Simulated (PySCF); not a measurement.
**A parent and its derivatives**

Method: TDDFT CAM-B3LYP/def2-SVPD, vertical, gas phase, core orbitals frozen in the response (PySCF 2.14.0, density-fitted response routines). Geometries: GFN2-xTB; one conformer of each isolated species. Triplets are in the Tamm–Dancoff approximation.

Parent: `CSc1cncnn1`, with lowest singlet excitation energy 3.31 eV, lowest triplet energy 2.63 eV, HOMO energy -8.24 eV, HOMO–LUMO gap 7.26 eV, S1–T1 gap 0.69 eV. Its spectrum: 374 nm (f 0.005); 295 nm (f 0.000); 283 nm (f 0.040); 234 nm (f 0.294); 224 nm (f 0.000).

**Question.** How do these changes move the values? H replaced by ethynyl (`C#Cc1ncc(SC)nn1`); H replaced by SiH3 (`CSc1cnc([SiH3])nn1`); SCH3 replaced by cPr (`c1ncc(C2CC2)nn1`); H replaced by CHO (`CSc1cnc(C=O)nn1`); SCH3 replaced by CF3 (`FC(F)(F)c1cncnn1`).

**Answer.** 

```csv
change,SMILES,Δ S1 (eV),Δ T1 (eV),Δ HOMO (eV),Δ gap (eV),Δ S1−T1 (eV)
H replaced by ethynyl,C#Cc1ncc(SC)nn1,0.00,-0.02,+0.14,-0.22,+0.01
H replaced by SiH3,CSc1cnc([SiH3])nn1,-0.07,-0.06,+0.02,-0.02,-0.01
SCH3 replaced by cPr,c1ncc(C2CC2)nn1,-0.12,-0.13,0.00,+0.11,+0.01
H replaced by CHO,CSc1cnc(C=O)nn1,-0.14,-0.16,-0.32,-0.33,+0.01
SCH3 replaced by CF3,FC(F)(F)c1cncnn1,-0.13,-0.19,-0.82,+0.16,+0.05
```

S1 falls most with H replaced by CHO (-0.14 eV), and none raises it by more than 0.03 eV. S1 is simply the lowest singlet of each species and needn't be the same kind of state throughout. Over these 5 changes the shifts of S1 and of the HOMO–LUMO gap correlate with r = -0.27.

Lowest levels of each derivative:
- `C#Cc1ncc(SC)nn1`: 3.31 eV (f 0.004); 3.80 eV (f 0.000); 4.24 eV (f 0.052)
- `CSc1cnc([SiH3])nn1`: 3.24 eV (f 0.004); 3.97 eV (f 0.000); 4.37 eV (f 0.050)
- `c1ncc(C2CC2)nn1`: 3.20 eV (f 0.005); 4.15 eV (f 0.000); 5.17 eV (f 0.076)
- `CSc1cnc(C=O)nn1`: 3.17 eV (f 0.003); 3.32 eV (f 0.001); 3.60 eV (f 0.000)
- `FC(F)(F)c1cncnn1`: 3.18 eV (f 0.005); 3.81 eV (f 0.000); 5.50 eV (f 0.001)
